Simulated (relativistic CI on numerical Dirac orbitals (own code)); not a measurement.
**Ligand-field terms of d6**

Computed with a parametric ligand-field model of a d^n configuration (Racah B and C, spin-orbit zeta, crystal field), exact diagonalisation.

Field parameters in Wybourne normalisation: Oh B⁴₀ = 21Dq, B⁴₄ = √(5/14) B⁴₀; Td as Oh with Dq negative (B⁴₀ = 21Dq, B⁴₄ = √(5/14) B⁴₀). The field is a parameter set, without covalency.

(1) Lowest levels for B = 860, C = 4290, ζ = 350 cm⁻¹, Oh, 10Dq = 38250 cm⁻¹?

(2) Lowest levels for B = 580, C = 2200, ζ = 1400 cm⁻¹, Oh, 10Dq = 36650 cm⁻¹?

(3) Lowest levels for B = 580, C = 2450, ζ = 650 cm⁻¹, Td, 10Dq = -11850 cm⁻¹?

(4) Lowest levels for B = 380, C = 1580, ζ = 840 cm⁻¹, Td, 10Dq = -5750 cm⁻¹?

(5) Lowest levels for B = 320, C = 1460, ζ = 3600 cm⁻¹, Td, 10Dq = -11800 cm⁻¹?

Results:

(1) A1 0 (S 0.00), E 26099 (S 1.00), T2 26104 (S 1.00), T1 26331 (S 1.00), A1 26460 (S 1.00), T1 31974 (S 1.00), E 32007 (S 1.00), T2 32246 (S 1.00), A2 32370 (S 1.00) cm⁻¹, with S from ⟨S²⟩ = S(S + 1). The ground level has 0.03 electrons in the cubic e pair.

(2) A1 0 (S 0.02), E 29716 (S 1.00), T2 29867 (S 1.00), T1 30636 (S 0.99), A1 31397 (S 1.00), T1 33760 (S 0.80), E 34546 (S 1.00), T2 35271 (S 1.00), A2 35682 (S 1.00) cm⁻¹, with S from ⟨S²⟩ = S(S + 1). The ground level has 0.03 electrons in the cubic e pair.

(3) A1 0 (S 1.95), T1 47 (S 1.96), E 77 (S 1.95), T2 172 (S 1.97), A2 276 (S 2.00), T2 2776 (S 1.04), E 2885 (S 1.08), T1 3477 (S 1.07), A1 3687 (S 1.07) cm⁻¹, with S from ⟨S²⟩ = S(S + 1). The ground level has 3.05 electrons in the cubic e pair.

(4) A1 0 (S 1.95), T1 73 (S 1.95), E 104 (S 1.94), T2 262 (S 1.96), A2 446 (S 1.99), T2 3562 (S 1.04), E 3762 (S 1.08), T1 4435 (S 1.06), A1 4540 (S 1.05) cm⁻¹, with S from ⟨S²⟩ = S(S + 1). The ground level has 3.03 electrons in the cubic e pair.

(5) E 0 (S 1.23), T2 194 (S 1.07), A1 1335 (S 1.34), T1 2209 (S 1.43), T2 5915 (S 0.81), E 6080 (S 0.78), A2 8152 (S 1.90), T2 8963 (S 1.77), E 9997 (S 1.67) cm⁻¹, with S from ⟨S²⟩ = S(S + 1). The ground level has 3.60 electrons in the cubic e pair; its S is far from a half-integer, so spin-orbit coupling mixes spin states.
